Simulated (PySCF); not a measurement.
Isomers of C6H12N2Si, one GFN2-xTB conformer each. Single-point energies are computed at PBE0/pcSseg-1 (PySCF, gas phase, no added dispersion term), electronic only.

Task: Rank them by PBE0/pcSseg-1 energy, lowest first (kcal/mol).
A. `[CH3:1][N:2]([CH3:3])[Si@H:4]1[CH2:5][C@H:6]([C:7]#[N:8])[CH2:9]1` with C1–N2–Si4–C5 63°, N2–Si4–C5–C6 121°, Si4–C5–C6–C7 104°, C5–C6–C9–Si4 12°, N2–Si4–C9–C6 -121°
B. `C[Si](C)(C)n1cccn1`
C. `[CH:1]#[C:2][C@@:3]([CH3:4])(/[CH:5]=[N:6]\[CH3:7])[NH:8][SiH3:9]` with C2–C3–C5–N6 64°, C2–C3–N8–Si9 36°
D. `[CH:1]#[C:2][Si@:3]1([NH:4][CH3:5])[CH2:6][CH2:7][CH2:8][NH:9]1` with C2–Si3–N4–C5 42°, C2–Si3–C6–C7 -130°, Si3–C6–C7–C8 34°, C6–C7–C8–N9 -45°, C7–C8–N9–Si3 35°

Result: B (0.0), D (30.8), A (43.2), C (94.1).

As drawn, the lowest has an aromatic ring, an N–N linkage and an Si–C bond, which the highest lacks; the highest has a C≡C bond, a C=N bond and an N–H bond, which the lowest lacks. GFN2-xTB itself gives, in the same order: 0.0, 25.6, 22.6, 41.0. Both levels put the same isomer lowest; measured from each level's own lowest isomer, the values differ by up to 53.1 kcal/mol (C#C[C@@](C)(/C=N\C)N[SiH3]: 41.0 against 94.1).

Task: Which frontier levels, dipoles and rotational constants go with these structures?

Result: 
```csv
SMILES,"HOMO (eV, PBE0/pcSseg-1)",LUMO (eV),dipole (D),"A, B, C (MHz)"
C[Si](C)(C)n1cccn1,-7.03,0.53,2.18,"2298, 989.3, 897.1"
C#C[Si@]1(NC)CCCN1,-6.40,0.35,0.91,"1929, 1061, 871.6"
CN(C)[Si@H]1C[C@H](C#N)C1,-6.71,0.30,5.32,"3717, 718.2, 664.2"
C#C[C@@](C)(/C=N\C)N[SiH3],-6.49,-0.45,1.33,"1619, 1080, 994.3"
```
